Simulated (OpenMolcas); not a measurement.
O⁺: Slater's ratio, thermal populations, worked from levels

```json
{"Program": "OpenMolcas 26.06", "Basis": "ANO-RCC [8s7p4d3f2g]", "Scalar Hamiltonian": "DKH2, point nucleus", "Active space": "5 electrons in 8 orbitals (2s 2p 3s 3p)", "State averaging": "2S+1 = 4 odd, 1 root; 2S+1 = 2 odd, 8 roots; 2S+1 = 4 even, 3 roots; 2S+1 = 2 even, 9 roots", "Spin-orbit coupling": "state interaction with AMFI integrals over the reference wave functions, term energies averaged over their components"}
```

Methods: CASSCF; SS-CASPT2, IPEA 0.25 Eh, imaginary shift 0.1 Eh (closed shells correlated: 1s). Measured levels: NIST Handbook of Basic Atomic Spectroscopic Data.

**Slater's ratio.** With one set of orbitals, p3 has 2D* - 4S* = 9 F2 and 2P* - 2D* = 6 F2 (F2 = F²/25), a ratio of 2/3. Term energies are centres of gravity, weighted by 2J + 1.

```csv
Source,2D* - 4S*,2P* - 4S*,F2 from the first,Ratio
CASSCF,30270,39955,3363,0.320
SS-CASPT2,27361,40730,3040,0.489
measured,26819,40469,2980,0.509
```

Energies in cm-1. A ratio away from 2/3 shows effects beyond one configuration with one set of orbitals, and in heavier atoms second-order spin-orbit shifts. In CASSCF the valence s occupation is 1.94 in 2P* against 2.00 in 2D*: mixing out of s² acts most on 2P* and pulls it down.

**Thermal populations.** Z = Σ (2J + 1) exp(-E/kT) with k = 0.695035 cm-1/K, over the levels below. No other level of either list lies under 90000 cm-1, which is above 7 kT at each temperature.

```csv
Level,2J + 1,SS-CASPT2,measured
2s2 2p3 4S* 3/2,4,0.0,0.0
2s2 2p3 2D* 3/2,4,27360,26831
2s2 2p3 2D* 5/2,6,27360,26811
2s2 2p3 2P* 1/2,2,40730,40470
2s2 2p3 2P* 3/2,4,40730,40468
```

```tsv
T (K)	Z, SS-CASPT2	Z, measured levels	Ground level (%), SS-CASPT2	Ground level (%), measured levels
12000	4.422	4.448	90.5	89.9
```

At 12000 K, kT = 8340 cm-1, and the computed levels give Z = 4.000 + 0.150 + 0.226 + 0.015 + 0.030 = 4.422.

CASPT2 breaks the degeneracy within a term, and the mean is taken; among the terms shown or strongly mixed into the levels shown the widest spread is 64 cm-1 (2s2 2p3 2D*, SS-CASPT2). The run also gave levels led by 2s2 2p2 3s, which use shells meant for correlation; these and all levels above them are left out. Without dynamic correlation excited terms often stand tens of per cent too high (terms of higher spin than the ground term too low), and those without a measured partner can miss by more than the paired ones (holds for CASSCF). Computed and measured levels are paired by configuration, term and J; levels that our copy of the source lacks, or whose pairing is in doubt (as where it misses far off the trend of its configuration), stay unpaired and out of the deviations. Only configurations of the active space appear.

* marks odd parity.
